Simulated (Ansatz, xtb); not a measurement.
## Two isomers of C5H5F3O2

We compare a, `O=C[C@@H]1OC[C@H]1C(F)(F)F`, a singlet, with b, `O=C[C@@H]1C[C@@H](C(F)(F)F)O1`, a singlet. Both are isolated molecules in the gas phase, relaxed with B3LYP/def2-SVP; the shapes shown needn't be the lowest conformers.

a (Å):

```yaml
atoms:
  - { symbol: C, position_ang: [1.7406, -1.6740, -0.8016] }
  - { symbol: C, position_ang: [0.5559, -1.1037, -0.0390] }
  - { symbol: C, position_ang: [-1.1117, -0.2726, -0.9352] }
  - { symbol: C, position_ang: [0.1799, 0.3503, -0.3653] }
  - { symbol: C, position_ang: [0.0171, 1.2894, 0.8044] }
  - { symbol: F, position_ang: [1.1998, 1.5595, 1.3788] }
  - { symbol: F, position_ang: [-0.5273, 2.4538, 0.4133] }
  - { symbol: F, position_ang: [-0.7831, 0.7720, 1.7570] }
  - { symbol: O, position_ang: [2.6181, -1.0077, -1.2852] }
  - { symbol: O, position_ang: [-0.6774, -1.6025, -0.5862] }
  - { symbol: H, position_ang: [1.7141, -2.7901, -0.8982] }
  - { symbol: H, position_ang: [0.6656, -1.3442, 1.0371] }
  - { symbol: H, position_ang: [-1.2538, -0.1504, -2.0216] }
  - { symbol: H, position_ang: [-2.0394, 0.0088, -0.4104] }
  - { symbol: H, position_ang: [0.8554, 0.8213, -1.0928] }
```

b (Å):

```xyz
15

C     0.3977    3.1310   -0.6391
C    -0.3172    1.7961   -0.5519
C     0.0484    0.8735    0.6228
C     0.5295   -0.0815   -0.4872
C    -0.2736   -1.3639   -0.6441
F    -1.5951   -1.1232   -0.6589
F    -0.0177   -2.1897    0.3863
F     0.0403   -2.0018   -1.7766
O     0.7405    3.7712    0.3205
O     0.2106    0.8605   -1.5185
H     0.5842    3.4751   -1.6903
H    -1.4013    1.9687   -0.7028
H    -0.7899    0.5131    1.2314
H     0.8374    1.2738    1.2719
H     1.5981   -0.3580   -0.4802
```

Q: Estimate E(b) − E(a) at the level CCSD(T)/def2-SVP + ΔMP2/def2-TZVPP.

A: CCSD(T)/def2-SVP + ΔMP2/def2-TZVPP gives E(b) − E(a) = −0.85 kcal/mol, slightly favouring structure b, which is too small a margin to settle the true order.

How the difference moves with the method:

| level | geometry | E(b) − E(a) (kcal/mol) | departure from the last row (kcal/mol) | job, with rough time for the two |
| --- | --- | --- | --- | --- |
| GFN2-xTB | GFN2-xTB | −0.08 | +0.77 | optimisation, 0.53 s |
| HF/STO-3G | GFN2-xTB | −0.27 | +0.58 | single point, 1.6 s |
| r2SCAN-D4/def2-SVP | GFN2-xTB | −0.74 | +0.11 | single point, 7.5 s |
| B3LYP/def2-SVP | B3LYP/def2-SVP | −0.89 | −0.05 | optimisation, 3 min |
| HF/def2-SVP | B3LYP/def2-SVP | −1.27 | −0.43 | part of the CCSD(T) run |
| MP2/def2-SVP | B3LYP/def2-SVP | −0.78 | +0.07 | part of the CCSD(T) run |
| CCSD(T)/def2-SVP | B3LYP/def2-SVP | −0.88 | −0.03 | single point |
| CCSD(T)/def2-SVP + ΔMP2/def2-TZVPP | B3LYP/def2-SVP | −0.85 |  | single point, 6.8 min |

As drawn, both hold the same kinds of bond in the same numbers.

The largest departure from CCSD(T)/def2-SVP + ΔMP2/def2-TZVPP is that of GFN2-xTB, 0.77 kcal/mol. The last row adds to CCSD(T) the change of the MP2 difference between the two basis sets, here +0.03 kcal/mol.

With thermal terms from frequencies at re-optimised GFN2-xTB minima (ideal gas, soft modes damped towards free rotors, one conformer each, 298.15 K, 1 atm): on the last row, ΔE + ΔZPE = −0.84, ΔH = −0.84, ΔG = −0.93 kcal/mol.

The correlated steps freeze 10 core orbitals. Programs: Ansatz 0.2.0, xtb 6.7.1; the last row on 2 threads of Intel(R) Xeon(R) Processor @ 2.70GHz on a shared host.
